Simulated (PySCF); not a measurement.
Input for PySCF: D3(BJ) and D4 dispersion corrections on H5NSe (a complex), monomers drawn apart or pushed together.

```python
from pyscf import gto
from pyscf.dispersion import dftd3, dftd4

mol = gto.M(
    atom='''
    N    -0.06812484   -0.19824362    0.01565491
    H    -0.97935394   -0.30565649   -0.41507422
    H     0.38346057    0.60051671   -0.41481351
    H     0.47875980   -1.02166890   -0.20822339
    Se   -0.45009159    0.30748818    4.46721286
    H     0.87767857    0.92719316    4.58839412
    H    -0.29959569    0.15484629    2.99578799
    ''',
    basis='def2-svp',
    charge=0, spin=0, verbose=0, max_memory=1800)
d3, d4 = {}, {}
for xc in ['hf', 'pbe', 'blyp', 'revpbe', 'tpss', 'r2scan', 'b3lyp', 'pbe0', 'bhlyp', 'camb3lyp', 'b2plyp']:
    d3[xc] = float(dftd3.DFTD3Dispersion(mol, xc=xc, version='d3bj', atm=False).get_dispersion()['energy'])
    print(f'D3(BJ) {xc:10s} {d3[xc]:14.8f} Eh')
for xc in ['hf', 'pbe', 'blyp', 'revpbe', 'tpss', 'r2scan', 'b3lyp', 'pbe0', 'bhlyp', 'camb3lyp', 'b2plyp']:
    d4[xc] = float(dftd4.DFTD4Dispersion(mol, xc={'camb3lyp': 'cam-b3lyp'}.get(xc, xc), atm=True).get_dispersion()['energy'])
    print(f'D4     {xc:10s} {d4[xc]:14.8f} Eh')
```

Program output:

```
D3(BJ) hf            -0.02064123 Eh
D3(BJ) pbe           -0.00214838 Eh
D3(BJ) blyp          -0.00435255 Eh
D3(BJ) revpbe        -0.00549183 Eh
D3(BJ) tpss          -0.00265007 Eh
D3(BJ) r2scan        -0.00067637 Eh
D3(BJ) b3lyp         -0.00355121 Eh
D3(BJ) pbe0          -0.00184040 Eh
D3(BJ) bhlyp         -0.00271673 Eh
D3(BJ) camb3lyp      -0.00165222 Eh
D3(BJ) b2plyp        -0.00161460 Eh
D4     hf            -0.00581072 Eh
D4     pbe           -0.00161414 Eh
D4     blyp          -0.00344633 Eh
D4     revpbe        -0.00531369 Eh
D4     tpss          -0.00215889 Eh
D4     r2scan        -0.00049738 Eh
D4     b3lyp         -0.00250743 Eh
D4     pbe0          -0.00139701 Eh
D4     bhlyp         -0.00179581 Eh
D4     camb3lyp      -0.00141982 Eh
D4     b2plyp        -0.00114815 Eh
```

The run finished.

Cost: roughly 0.03 core-seconds.
